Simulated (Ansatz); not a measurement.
`[CH3][Ge]([NH2])([F])[F]` at its PBE0-D4/def2-TZVP geometry, where that method's forces vanish. Total charge 0; spin multiplicity 1.

| atom | x (Å) | y (Å) | z (Å) |
| --- | --- | --- | --- |
| C1 | 1.218 | -0.903 | 0.154 |
| Ge2 | -0.006 | 0.569 | 0.030 |
| N3 | -1.760 | 0.147 | -0.040 |
| F4 | 0.139 | 1.627 | 1.388 |
| F5 | 0.482 | 1.577 | -1.299 |
| H6 | 1.116 | -1.547 | -0.720 |
| H7 | 1.008 | -1.480 | 1.054 |
| H8 | 2.236 | -0.518 | 0.194 |
| H9 | -2.385 | 0.933 | 0.072 |
| H10 | -2.048 | -0.406 | -0.834 |

For each bond, give half the difference of the two atoms' forces along it (eV/Å; positive pushes the atoms apart) under PBE-D4, r2SCAN-D4, B3LYP-D4, ωB97M-V in def2-TZVPP. (Best estimate.)

Computed: 
| bond | length (Å) | PBE-D4 | r2SCAN-D4 | B3LYP-D4 | ωB97M-V |
| --- | --- | --- | --- | --- | --- |
| C1–Ge2 | 1.918 | -0.13 | -0.02 | 0.05 | -0.06 |
| C1–H6 | 1.090 | 0.09 | -0.01 | -0.07 | -0.04 |
| C1–H7 | 1.090 | 0.08 | -0.02 | -0.07 | -0.04 |
| C1–H8 | 1.090 | 0.09 | -0.02 | -0.08 | -0.05 |
| Ge2–N3 | 1.805 | 0.06 | 0.03 | 0.10 | 0.01 |
| Ge2–F4 | 1.727 | 0.52 | 0.03 | 0.23 | 0.09 |
| Ge2–F5 | 1.738 | 0.48 | 0.03 | 0.21 | 0.07 |
| N3–H9 | 1.010 | 0.19 | 0.02 | -0.05 | -0.03 |
| N3–H10 | 1.010 | 0.18 | 0.02 | -0.05 | -0.03 |

B3LYP here is the variant with VWN-RPA as its local correlation; programs differ in this.
